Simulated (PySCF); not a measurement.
**Spinor energies of Zn²⁶⁺ (zinc, charge +26)**

Start: [He] 2s2. Calculated with PySCF 2.14 in an even-tempered Gaussian basis (17 s from 8.4 bohr⁻², ratio 2.4; 11 p from 11 bohr⁻², ratio 2.4; 5 d from 35 bohr⁻², ratio 2.6; 4 f from 53 bohr⁻², ratio 2.6): generalised Hartree-Fock with the X2C-1e Hamiltonian and a Gaussian nucleus; one run each with spin-orbit coupling (SO) switched off, then screened by Boettger's factors.

```
spinor shell  electrons  ε, spin-free (eV)  ε, screened SO (eV)  weight of nominal j (screened SO)  rms radius, screened SO (bohr)
       1s1/2          2           -11560.4             -11560.4                              1.000                          0.0574
       2s1/2          2            -2664.1              -2664.1                              1.000                           0.224
```

```tsv
quantity	spin-free	screened SO
E (hartree)	-1092.05862	-1092.05862
M_J	0	0
⟨J²⟩	0.000	0.000
⟨L²⟩	0.000	0.000
⟨S²⟩	0.000	0.000
```

Without spin-orbit coupling the j labels of p, d and f shells carry no meaning; the spin-free column gives the mean over the occupied spinors of each nl shell.
